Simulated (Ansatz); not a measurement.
Born–Oppenheimer molecular dynamics of FHISi (4 atoms, charge 1, multiplicity 1). It starts from a relaxed structure.

Level of theory: RKS PBE-D4/def2-SVP in Ansatz 0.2.0.

```
ensemble        : NVT, Langevin thermostat
time step       : 2 fs
steps asked     : 100
set temperature : 500 K
friction        : 0.02 /fs
seed            : 606175
```

Frames 2 fs apart, positions in Å, forces in eV/Å.

Velocities at 120.0 fs (Å/ps):

```
F -3.95 -4.00 1.42
Si 3.51 3.09 -6.12
I 1.58 0.78 -1.05
H -1.08 25.34 15.62
```

```xyz
4
Properties=species:S:1:pos:R:3:forces:R:3 time_fs=120.0 energy_less_start_eV=0.067 T=374
F -1.349 -0.184 0.722 0.27 0.08 0.10
Si -0.053 0.039 -0.186 0.29 -0.37 -0.64
I 2.111 -0.746 0.375 -0.71 0.31 -0.02
H -0.421 0.546 -1.573 0.16 -0.02 0.55
4
Properties=species:S:1:pos:R:3:forces:R:3 time_fs=122.0 energy_less_start_eV=0.063 T=465
F -1.358 -0.192 0.727 0.97 0.18 -0.40
Si -0.045 0.047 -0.197 -0.34 -0.58 0.32
I 2.113 -0.744 0.373 -0.72 0.31 -0.05
H -0.429 0.602 -1.532 0.09 0.10 0.13
4
Properties=species:S:1:pos:R:3:forces:R:3 time_fs=124.0 energy_less_start_eV=0.094 T=572
F -1.368 -0.199 0.733 1.61 0.26 -0.84
Si -0.035 0.056 -0.204 -0.95 -0.79 1.21
I 2.115 -0.741 0.369 -0.69 0.28 -0.08
H -0.439 0.671 -1.478 0.03 0.24 -0.29
4
Properties=species:S:1:pos:R:3:forces:R:3 time_fs=126.0 energy_less_start_eV=0.139 T=508
F -1.377 -0.206 0.736 2.09 0.31 -1.15
Si -0.024 0.062 -0.209 -1.53 -0.79 1.60
I 2.119 -0.739 0.366 -0.64 0.25 -0.10
H -0.459 0.755 -1.430 0.08 0.24 -0.35
4
Properties=species:S:1:pos:R:3:forces:R:3 time_fs=128.0 energy_less_start_eV=0.175 T=397
F -1.383 -0.213 0.735 2.35 0.32 -1.33
Si -0.017 0.069 -0.214 -1.96 -0.56 1.51
I 2.122 -0.739 0.362 -0.64 0.23 -0.13
H -0.478 0.845 -1.402 0.25 0.00 -0.05
4
Properties=species:S:1:pos:R:3:forces:R:3 time_fs=130.0 energy_less_start_eV=0.185 T=422
F -1.382 -0.217 0.728 2.37 0.33 -1.38
Si -0.016 0.076 -0.220 -1.95 -0.43 1.47
I 2.126 -0.740 0.357 -0.71 0.24 -0.17
H -0.468 0.923 -1.378 0.29 -0.14 0.08
4
Properties=species:S:1:pos:R:3:forces:R:3 time_fs=132.0 energy_less_start_eV=0.157 T=493
F -1.374 -0.221 0.716 2.16 0.30 -1.29
Si -0.019 0.084 -0.226 -1.54 -0.45 1.48
I 2.130 -0.742 0.352 -0.83 0.27 -0.20
H -0.431 0.978 -1.355 0.21 -0.12 0.02
4
Properties=species:S:1:pos:R:3:forces:R:3 time_fs=134.0 energy_less_start_eV=0.115 T=752
F -1.362 -0.226 0.697 1.77 0.25 -1.08
Si -0.022 0.089 -0.229 -0.97 -0.43 1.32
I 2.133 -0.744 0.345 -0.91 0.28 -0.22
H -0.384 1.025 -1.338 0.12 -0.11 -0.02
4
Properties=species:S:1:pos:R:3:forces:R:3 time_fs=136.0 energy_less_start_eV=0.079 T=819
F -1.345 -0.234 0.676 1.24 0.16 -0.77
Si -0.023 0.095 -0.232 -0.34 -0.29 0.98
I 2.136 -0.746 0.337 -0.96 0.29 -0.23
H -0.337 1.073 -1.321 0.06 -0.15 0.02
4
Properties=species:S:1:pos:R:3:forces:R:3 time_fs=138.0 energy_less_start_eV=0.058 T=819
F -1.325 -0.238 0.654 0.54 0.02 -0.35
Si -0.023 0.101 -0.233 0.46 -0.07 0.47
I 2.139 -0.748 0.329 -0.98 0.28 -0.22
H -0.280 1.115 -1.311 -0.02 -0.22 0.10
4
Properties=species:S:1:pos:R:3:forces:R:3 time_fs=140.0 energy_less_start_eV=0.067 T=912
F -1.304 -0.241 0.630 -0.39 -0.18 0.21
Si -0.024 0.105 -0.230 1.51 0.24 -0.22
I 2.140 -0.749 0.321 -0.98 0.25 -0.19
H -0.204 1.147 -1.305 -0.14 -0.30 0.20
4
Properties=species:S:1:pos:R:3:forces:R:3 time_fs=142.0 energy_less_start_eV=0.112 T=729
F -1.287 -0.245 0.608 -1.36 -0.40 0.78
Si -0.024 0.108 -0.225 2.60 0.49 -0.87
I 2.140 -0.751 0.313 -0.95 0.21 -0.15
H -0.125 1.161 -1.302 -0.28 -0.30 0.24
```

Of the whole run (200 fs, mean temperature of the second half 570 K): The mean temperature of the second half is 14 % above the set value. A step of 2 fs is long for free X–H stretches (periods near 10 fs) and can bias their spread and the temperature. A run of 0.2 ps of so small a system gives no equilibrium averages. Limits of this set-up: the dipole of an ion depends on the origin.

Time of the run: 91 s on 1 CPU thread of a shared host.
